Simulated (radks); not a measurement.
Values are calculated unless marked as measured or tabulated.
Ionisation of the beryllium ion Be2+, [He], to Be3+, 1s1, under several functionals. Non-relativistic Kohn-Sham, spin-polarised, spherical densities, point nucleus; open shells are filled with parallel spins first; a radial shooting solver on a logarithmic mesh with Libxc functionals.

| functional | E(Be2+) (hartree) | Exc (hartree) | IE (eV) | -e(HOMO) (eV) | <r> HOMO (bohr) | IE error (eV) |
|---|---|---|---|---|---|---|
| LDA (Slater exchange, Perdew-Wang correlation) | -13.44391 | -2.08109 | 151.91 | 130.78 | 0.4208 | -2.0 |
| exchange-only r2SCAN | -13.61601 | -2.27735 | 152.82 | 133.91 | 0.4157 | -1.1 |
| PBE | -13.61957 | -2.27437 | 153.44 | 132.26 | 0.4175 | -0.5 |
| PW91 | -13.63395 | -2.28976 | 153.68 | 132.52 | 0.4174 | -0.2 |
| RPBE | -13.65827 | -2.31645 | 153.92 | 132.49 | 0.4170 | 0.0 |
| LDA (Slater exchange, Perdew-Zunger correlation) | -13.44318 | -2.08034 | 151.89 | 130.77 | 0.4208 | -2.0 |
| B86b exchange with PBE correlation | -13.64131 | -2.29794 | 153.71 | 132.49 | 0.4171 | -0.2 |
| HCTH/407 | -13.65284 | -2.31042 | 154.04 | 132.73 | 0.4167 | +0.1 |
| revPBE | -13.65283 | -2.31076 | 153.85 | 132.42 | 0.4170 | 0.0 |
| Wu-Cohen GGA | -13.57384 | -2.22549 | 152.86 | 131.86 | 0.4180 | -1.0 |
| exchange-only PBE | -13.57405 | -2.22748 | 152.37 | 131.38 | 0.4181 | -1.5 |

NIST Atomic Spectra Database: 153.90 eV (theoretical). Closest: RPBE. The Delta-SCF values span 2.15 eV, the total energies 0.22 hartree. The highest occupied level is 1s.
